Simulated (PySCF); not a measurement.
## Bismuth: a sound run and one with changed settings

Sound run: Bi⁺ [Xe] 4f14 5d10 6s2 6p2, Bi²⁺ [Xe] 4f14 5d10 6s2 6p1. Calculation: PySCF 2.14, in cc-pVTZ-PP with ECP60MDF (5s4p3d1f, 39 functions); a scalar-relativistic core potential. In the sound run the correlated levels freeze 5s2 5p6 5d10 outside the core potential. The sound run starts from symmetry-adapted Hartree-Fock orbitals and uses a fine grid where one is needed.

Changed run: all electrons correlated in a basis built for the valence shell.

```tsv
species	method	sound run (hartree)	changed run (hartree)	converged
Bi⁺	MP2	-213.32882	-213.44332	yes
Bi²⁺	MP2	-212.75634	-212.86447	yes
```

Ionisation energy of Bi⁺:

| method | sound run (eV) | changed run (eV) |
| --- | --- | --- |
| UHF | 15.311 | 15.311 |
| MP2 | 15.578 | 15.751 |
| SCS-MP2 | 15.520 | 15.633 |

A valence basis has no tight correlating functions, so it recovers only part of the core correlation, and not evenly between atom and ion.

For comparison, NIST gives 16.703 eV between the lowest levels.
